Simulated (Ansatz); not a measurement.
# Four-centre ligand exchange

Start structure (Si₅H₁₃I, singlet), relaxed at PBE0-D4/def2-TZVP:

```
19
angstrom
Si 1.2117 -3.1692 1.1226
I 2.7907 -2.6019 -0.6486
H 1.4713 0.4974 0.4197
Si 0.1396 0.9104 -0.1077
Si 0.3290 3.0048 -1.1286
Si -1.3889 1.0528 1.6551
Si -0.6440 -0.6340 -1.6781
H 0.5597 -1.9217 1.5830
H 0.2093 -4.1098 0.5733
H 1.9669 -3.7988 2.2303
H -1.0008 3.4185 -1.6526
H 1.2913 2.9541 -2.2621
H 0.7934 4.0273 -0.1525
H -1.5673 -0.2700 2.3139
H -0.9304 2.0323 2.6770
H -2.7078 1.4978 1.1290
H 0.2683 -0.7375 -2.8465
H -0.8156 -1.9835 -1.0742
H -1.9768 -0.1693 -2.1530
```

The step: Si₄H₁₀ ([SiH3][SiH]([SiH3])[SiH3]) + SiH₃I ([SiH3][I]) → Si₅H₁₂ ([SiH3][Si]([SiH3])([SiH3])[SiH3]) + HI; bonds formed: Si1–Si4, I2–H3; bonds broken: Si1–I2, H3–Si4. Program: Ansatz 0.2.0. Basis: def2-TZVPP and def2-QZVPP. Cores are frozen in the correlated methods. Filled d shells of the heavier atoms are correlated. Core potentials replace the inner electrons of the atoms past krypton. The def2 sets are not built for correlating such inner shells, so the correlated values are less sure here. Extrapolation: Hartree–Fock as exp(−7.88 √X), correlation as X^−2.97. Energies below are by CCSD(T) at an estimated basis limit (MP2 extrapolated from triple and quadruple zeta, plus CCSD(T) − MP2 in triple zeta).

**Question.** What are the electronic barrier and the energy of the step, from the start structure to the end structure? (An estimate is asked for; the value comes from the calculation.)

**Answer.** By the calculation: Barrier 46.57 kcal/mol; step energy 16.40 kcal/mol (uphill); reverse barrier, their difference, 30.16 kcal/mol. Barrier and step energy count from the start structure, the reverse barrier from the end structure.

The saddle point: One imaginary mode of 376i cm⁻¹.
```csv
pair,start (Å),saddle (Å),end (Å)
Si1–Si4,4.39,2.64,2.34
I2–H3,3.53,2.28,1.61
Si1–I2,2.44,3.08,4.10
H3–Si4,1.49,1.69,5.40
```

Zero-point energy (harmonic, PBE0-D4): ZPE is 68.68 kcal/mol at the start and 67.86 kcal/mol at the saddle, so the barrier goes from 46.57 to 45.75 kcal/mol.

The T1 diagnostic stays at or below 0.015.

Labels in which every atom is bracketed show which atoms are joined, not bond orders.

For scale, one of the runs: CCSD(T)/def2-TZVPP, 442 basis functions, launched by `ansatz run in.yaml --threads 4 --pin off --events-out ev --progress --plain --max-ram 41984MiB --backend cuda --devices 0, --max-vram 37GiB`. Time: 25 s of wall clock on 4 CPU threads of an AMD EPYC 7R13 and a share of one NVIDIA H100; the host was shared. Peak host memory: 1.2 GiB.
